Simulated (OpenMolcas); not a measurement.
Zr III.

```
Program             : OpenMolcas
Basis               : ANO-R1 [6s4p3d1f]
Scalar Hamiltonian  : X2C, finite nucleus
Active space        : 2 electrons in 5 orbitals (4d)
State averaging     : 2S+1 = 3 even, 10 roots; 2S+1 = 1 even, 15 roots
Spin-orbit coupling : state interaction with AMFI integrals over the reference wave functions, term energies averaged over their components
```

Two sets of levels on these reference wave functions, in eV above 4d² ³F₂: one from CASSCF and one from SS-CASPT2, IPEA 0.25 Eh, imaginary shift 0.1 Eh (closed shells correlated: 4s 4p).

| Level | Set 1 | Set 2 |
| --- | --- | --- |
| 4d² ³F₂ | 0.0000 | 0.0000 |
| 4d² ³F₃ | 0.0711 | 0.0739 |
| 4d² ³F₄ | 0.1585 | 0.1611 |
| 4d² ¹D₂ | 1.029 | 0.647 |
| 4d² ³P₀ | 1.160 | 1.011 |
| 4d² ³P₁ | 1.187 | 1.039 |
| 4d² ³P₂ | 1.252 | 1.093 |
| 4d² ¹G₄ | 1.566 | 1.420 |
| 4d² ¹S₀ | 3.755 | 2.920 |

**Question.** Which set is which?

**Answer.** Set 2 is SS-CASPT2. Its levels of the other terms of 4d² lie at 0.63 to 0.91 of the other set's values, as expected, since terms of lower spin or lower L gain more correlation energy than the Hund ground term. Against 8 measured levels (Moore, Atomic Energy Levels, vol. II, NSRDS-NBS 35 (1971 reprint of NBS Circular 467, 1952); NIST levels as listed in Rynkun, Gaigalas and Jonsson, Astron. Astrophys. 637, A10 (2020)) the mean absolute deviation is 220 cm-1 with it and 1800 cm-1 without; single levels miss by up to 520 cm-1 with it.

CASPT2 breaks the degeneracy within a term, and the mean is taken; among the terms shown or strongly mixed into the levels shown the widest spread is 300 cm-1 (4d² ¹G, SS-CASPT2). Levels of configurations with an s electron are missing; early in the row they begin among the upper levels of the d shell and mix with terms of their name. Without dynamic correlation excited terms often stand tens of per cent too high (terms of higher spin than the ground term too low), and those without a measured partner can miss by more than the paired ones (holds for CASSCF). Some levels mix across a computed gap that differs much from the measured one, so their mixing is not that of the real levels (holds for CASSCF). Measured partners are found by configuration, term and J. A level has none where our copy of the source lacks it or the pairing is in doubt (some pairs that miss far off the trend of their configuration count as doubtful), and it then counts in no deviation. Only configurations of the active space appear.
